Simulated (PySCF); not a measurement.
# Correlation energy of Al (aluminium, neutral)

[Ne] 3s2 4s1, 2S determinant (an excited configuration). All numbers are calculated (PySCF 2.14, scalar relativity by spin-free X2C-1e, in aug-cc-pCVTZ-DK with one added diffuse shell each of s, p, d, f type (9s8p6d4f, 91 functions)). Frozen: [Ne]; 3 electrons correlated.

```json
{"level": "CCSD", "correlation energy (mhartree)": "-45.15"}
{"level": "(T)", "correlation energy (mhartree)": "-0.78"}
{"level": "CCSD(T)", "correlation energy (mhartree)": "-45.93"}
```

Diagnostics: T1 = 0.028, D1 = 0.0688, largest double amplitude 0.097.

The outer electron is Rydberg-like, and this basis confines it to a smaller radius and binds it less than a complete one would.

Cost of the coupled-cluster step: about 30 core-seconds, for 3 correlated electrons.

Iterations:

```
CC2 = 0
CCSD nocc = (np.int64(2), np.int64(1)), nmo = (86, 86)
frozen orbitals [[0, 1, 2, 3, 4], [0, 1, 2, 3, 4]]
max_cycle = 100
direct = 0
conv_tol = 1e-08
conv_tol_normt = 1e-06
diis_space = 8
diis_start_cycle = 0
Init t2, MP2 energy = -0.0327942678410926
Init E_corr(UCCSD) = -0.032794267954085
cycle = 1  E_corr(UCCSD) = -0.0400948949930913  dE = -0.00730062704  norm(t1,t2) = 0.059191
cycle = 2  E_corr(UCCSD) = -0.0428317912441196  dE = -0.00273689625  norm(t1,t2) = 0.0293658
cycle = 3  E_corr(UCCSD) = -0.045249529284769  dE = -0.00241773804  norm(t1,t2) = 0.0158374
cycle = 4  E_corr(UCCSD) = -0.0451328362416369  dE = 0.000116693043  norm(t1,t2) = 0.00306825
cycle = 5  E_corr(UCCSD) = -0.0451717908178471  dE = -3.89545762e-05  norm(t1,t2) = 0.00105915
cycle = 6  E_corr(UCCSD) = -0.04513565761856  dE = 3.61331993e-05  norm(t1,t2) = 0.000412444
cycle = 7  E_corr(UCCSD) = -0.045156410302462  dE = -2.07526839e-05  norm(t1,t2) = 0.000155364
cycle = 8  E_corr(UCCSD) = -0.0451561123739689  dE = 2.97928493e-07  norm(t1,t2) = 8.19621e-05
cycle = 9  E_corr(UCCSD) = -0.0451567907723848  dE = -6.78398416e-07  norm(t1,t2) = 0.000211026
cycle = 10  E_corr(UCCSD) = -0.0451545846555393  dE = 2.20611685e-06  norm(t1,t2) = 2.25626e-05
cycle = 11  E_corr(UCCSD) = -0.0451546155013285  dE = -3.08457892e-08  norm(t1,t2) = 4.86624e-06
cycle = 12  E_corr(UCCSD) = -0.0451546432731209  dE = -2.77717924e-08  norm(t1,t2) = 2.09762e-06
cycle = 13  E_corr(UCCSD) = -0.0451546190051843  dE = 2.42679366e-08  norm(t1,t2) = 7.72363e-07
cycle = 14  E_corr(UCCSD) = -0.0451546106959336  dE = 8.3092507e-09  norm(t1,t2) = 1.76365e-07
UCCSD converged
E(UCCSD) = -242.2514724064704  E_corr = -0.04515461069593359
UCCSD(T) correction = -0.000776287842904263
```
